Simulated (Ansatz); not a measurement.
Species: sum formula InCl2F (charge 0, singlet). 
Coordinates optimised at B3LYP-D3(BJ)/def2-TZVP (Ansatz, a first-principles code):
```xyz
4

F     -0.3650     2.1142    -0.0049
In    -0.0348     0.2017    -0.0005
Cl    -1.8677    -1.1981     0.0273
Cl     2.1613    -0.5027    -0.0234
```
Charge 0, spin multiplicity 1.

Basis-set convergence of Hartree-Fock and CCSD(T) correlation energies (hartree) with Ansatz. Cores are frozen in the correlated levels unless marked. Spin-orbit coupling is left out. The frozen core is the preceding noble-gas configuration, with the filled d and f shells of earlier blocks. In def2 rows, elements after Kr have scalar-relativistic effective core potentials.

```tsv
basis	functions	E(HF)	E(corr, CCSD(T))
def2-SVPD	109	-1207.43071	-0.58093
def2-TZVPPD	198	-1207.86169	-0.75564
def2-QZVPPD	312	-1207.89260	-0.82069
```

Extrapolating the two largest sets (X = 3 and 4) as X^-3: E(corr) = (64·(-0.82069) - 27·(-0.75564))/37 = -0.8682 Eh, an estimate of the basis-set limit. The largest set recovers 94.5 % of it, the smallest 66.9 %.
